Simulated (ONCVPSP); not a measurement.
## An all-electron radial function and its pseudo partner (scandium)

Columns: radius, all-electron u(r) and pseudo u(r) of the 3p shell (level -40.63 eV) of scandium in the configuration [Ne] 3s2 3p6 3d1 4s1; LDA (Perdew-Zunger), scalar-relativistic, ONCV scheme, ONCVPSP 4.0.1.

| r (bohr) | all-electron | pseudo |
| --- | --- | --- |
| 0.108 | -0.3895 | 0.0313 |
| 0.215 | -0.4886 | 0.1195 |
| 0.322 | -0.2378 | 0.2524 |
| 0.430 | 0.1286 | 0.4139 |
| 0.538 | 0.4665 | 0.5822 |
| 0.645 | 0.7196 | 0.7357 |
| 0.752 | 0.8827 | 0.8599 |
| 0.860 | 0.9684 | 0.9450 |
| 0.968 | 0.9924 | 0.9852 |
| 1.075 | 0.9732 | 0.9834 |
| 1.182 | 0.9259 | 0.9470 |
| 1.290 | 0.8611 | 0.8850 |
| 1.398 | 0.7875 | 0.8076 |
| 1.505 | 0.7118 | 0.7247 |
| 1.612 | 0.6369 | 0.6428 |
| 1.720 | 0.5648 | 0.5661 |
| 1.828 | 0.4976 | 0.4976 |
| 1.935 | 0.4365 | 0.4365 |
| 2.042 | 0.3813 | 0.3812 |
| 2.150 | 0.3313 | 0.3313 |
| 2.258 | 0.2870 | 0.2870 |
| 2.365 | 0.2483 | 0.2482 |
| 2.472 | 0.2143 | 0.2142 |
| 2.580 | 0.1843 | 0.1842 |
| 2.688 | 0.1582 | 0.1582 |
| 2.795 | 0.1358 | 0.1358 |

(1) How many radial nodes do the two functions have?

(2) At about which radius was the pseudo-wave matched?

(3) Is the pseudo-wave norm-conserving?

Results:

(1) The all-electron 3p function has n − l − 1 = 1; the pseudo-wave has 0, since the states of the same l below it are removed with the core.

(2) 1.85 bohr, where the columns begin to agree (steps of 0.11 bohr).

(3) Yes: the ONCV scheme keeps the norm inside the radius equal to the all-electron one, which fixes the energy derivative of the logarithmic derivative at the level.
